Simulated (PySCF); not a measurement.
A species of formula C2H8BNO2 has this rotational fingerprint, computed with PySCF 2.14.0, PBE0-D3(BJ)/def2-SVP geometry optimisation, gas phase:

```
Rotational constants : A = 4875, B = 3199, C = 1980 MHz
Dipole components    : |μa| = 1.87 D, |μb| = 0.00 D, |μc| = 0.00 D
Inertial defect      : -6.39 u·Å²
κ                    : -0.16
```

Question: Which structure is it? (One computed conformer of each.)
A. `[CH3:1][O:2][CH2:3][O:4][BH:5][NH2:6]` with C1–O2–C3–O4 -65°, O2–C3–O4–B5 179°, C3–O4–B5–N6 0°
B. `[CH3:1][C@@H:2]([NH2:3])[B:4]([OH:5])[OH:6]` with C1–C2–N3–H 72° and -176°, C1–C2–B4–O5 -129°, C2–B4–O5–H 180°, C2–B4–O6–H -1°
C. `[CH3:1][N:2]([CH3:3])[B:4]([OH:5])[OH:6]` with N2–B4–O5–H 180°, N2–B4–O6–H 180°

Answer: C. It is CN(C)B(O)O, an asymmetric top, point group C2v. The candidates at the same level (rigid rotor, commonest isotopes):

| SMILES | A (MHz) | B (MHz) | C (MHz) | μa (D) | μb (D) | μc (D) | Δ (u·Å²) | point group | rotor |
| --- | --- | --- | --- | --- | --- | --- | --- | --- | --- |
| CN(C)B(O)O | 4875 | 3199 | 1980 | 1.87 | 0.00 | 0.00 | -6.39 | C2v | asymmetric top |
| C[C@@H](N)B(O)O | 4678 | 2921 | 1960 | 1.47 | 1.00 | 0.04 | -23.18 | C1 | asymmetric top |
| COCOBN | 10999 | 1744 | 1634 | 1.26 | 1.62 | 1.79 | -26.29 | C1 | near-prolate asymmetric top |

`COCOBN` has A 126 % too high; `C[C@@H](N)B(O)O` has B 9 % too low. In the right answer the symmetry axis of this C2v structure is a, so μb and μc vanish by symmetry. No structure here is proved a minimum.
